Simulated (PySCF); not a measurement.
SMILES Cl[Si](Cl)(Cl)/C=C\c1ccccc1, singlet (GFN2-xTB optimised geometry):

```
19

Cl     2.428     1.968     0.000
Si     0.399     1.968     0.000
Cl    -0.261     1.084     1.697
Cl    -0.217     3.900     0.000
C     -0.317     1.180    -1.552
C     -0.668    -0.093    -1.758
C     -0.472    -1.215    -0.845
C     -1.501    -2.141    -0.674
C     -1.354    -3.200     0.201
C     -0.168    -3.368     0.896
C      0.873    -2.474     0.707
C      0.723    -1.404    -0.155
H     -0.535     1.880    -2.349
H     -1.179    -0.349    -2.680
H     -2.428    -2.009    -1.214
H     -2.165    -3.900     0.338
H     -0.052    -4.199     1.577
H      1.805    -2.611     1.234
H      1.546    -0.727    -0.321
```

Method: PBE0/def2-SVP (PySCF).

What are the frontier orbital energies and the dipole moment?

HOMO-2 -8.65 eV, HOMO-1 -7.54 eV, HOMO -7.13 eV, LUMO -1.48 eV, LUMO+1 -0.38 eV; dipole moment 2.31 D.

Meta-Löwdin charges at PBE0/def2-SVP: Cl1 -0.25, Si2 0.89, Cl3 -0.24, Cl4 -0.25, C5 -0.37, C6 -0.05, C7 0.00, C8 -0.11, C9 -0.10, C10 -0.10, C11 -0.10, C12 -0.11, H13 0.13, H14 0.11, H15 0.11, H16 0.11, H17 0.11, H18 0.11, H19 0.11.
